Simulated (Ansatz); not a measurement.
Cost and result up the ladder for the cluster SnO3H2 (6 atoms). Charge 0, multiplicity 1. Geometry: PBE-D4/def2-SVP.

```
atom    x (Å)    y (Å)    z (Å)
 Sn1  -1.1565  -0.2244  -0.9532
  O2   0.7491   1.0511  -0.7176
  O3   1.4376  -0.0446  -0.5762
  O4   0.4026  -1.0767   0.5475
  H5  -1.9005   0.7842   0.3638
  H6   0.4677  -0.4895   1.3357
```

Ansatz on 4 threads of Arm Neoverse V1 on a shared host. Times are rough, and most runs start from the orbitals of an earlier one. No level here is sound enough to serve as a yardstick. Binding counts from free atoms at the same level (Sn triplet, O triplet, H doublet; other spins of the atoms weren't run), without zero-point energy or a counterpoise term.

In the def2 sets Sn takes a core potential; there is no spin–orbit coupling. HSE06 is defined as in plane-wave codes, on full-range PBE exchange. Correlated methods freeze 7 core orbitals; core or outer-core shells of Sn are correlated, in sets that lack core-valence functions. The structure holds one bond between oxygen atoms, so isomers without such links may lie far lower. Another isomer (singlet) lies 4.00 eV lower at PBE0-D4/def2-TZVP; other spin states weren't run for this one.

Correlated methods converge slowly with the basis.

```tsv
level	functions	wall time	binding energy per atom (eV)	remarks
BLYP-D4/def2-TZVP	155	1.1 s	2.72	restricted SCF unstable in HF
PBE-D4/def2-TZVP (with forces)	155	1.3 s	2.78	restricted SCF unstable in HF
PBE0-D4/def2-TZVP	155	1.5 s	2.43	restricted SCF unstable in HF
HSE06-D4/def2-TZVP	155	1.5 s	2.44	restricted SCF unstable in HF
r2SCAN-D4/def2-TZVP	155	2.1 s	2.56	restricted SCF unstable in HF
CCSD(T)/def2-TZVPP	171	56 s	2.38	large T1 (0.033), restricted SCF unstable
```
